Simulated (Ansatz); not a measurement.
Start from `C#[C][GeH2][OH]` and change one atom or group to get `C#[C][GeH2][SbH2]`.

Ansatz, PBE0-D4/def2-TZVP geometries, multiplicity 1. Each molecule was computed in one conformer, which needn't be the lowest.

Elements past krypton have def2 core potentials. Scalar relativity is left out up to krypton.

```json
{"property": "size of the dipole moment (PBE/def2-TZVPP) / D", "`C#[C][GeH2][OH]`": "1.20"}
{"property": "HOMO energy (ωB97M-V/def2-TZVPP) / eV", "`C#[C][GeH2][OH]`": "-10.45"}
{"property": "HOMO energy (PBE/def2-TZVPP) / eV", "`C#[C][GeH2][OH]`": "-6.86"}
{"property": "size of the dipole moment (B3LYP/def2-TZVPP) / D", "`C#[C][GeH2][OH]`": "1.31"}
{"property": "LUMO energy (ωB97M-V/def2-TZVPP) / eV", "`C#[C][GeH2][OH]`": "1.40"}
{"property": "HOMO–LUMO gap (PBE0/def2-TZVPP) / eV", "`C#[C][GeH2][OH]`": "7.74"}
```

What does the change do to each property? (Estimate.)

The calculation gave: 
```tsv
property	`C#[C][GeH2][SbH2]`	shift
size of the dipole moment (PBE/def2-TZVPP) / D	0.43	-0.77
HOMO energy (ωB97M-V/def2-TZVPP) / eV	-9.19	1.26
HOMO energy (PBE/def2-TZVPP) / eV	-6.26	0.60
size of the dipole moment (B3LYP/def2-TZVPP) / D	0.48	-0.83
LUMO energy (ωB97M-V/def2-TZVPP) / eV	0.82	-0.58
HOMO–LUMO gap (PBE0/def2-TZVPP) / eV	6.41	-1.33
```

With PBE0 the HOMO rises by 0.98 eV and the LUMO falls by 0.36 eV, so the gap narrows by about 1.34 eV. PBE moves the HOMO by 0.60 eV and ωB97M-V by 1.26 eV. The zero-point energy changes by 0.4 kJ/mol with +3 modes. Dipoles are sizes alone; their direction can turn.

B3LYP here is the variant with VWN-RPA as its local correlation; programs differ in this.
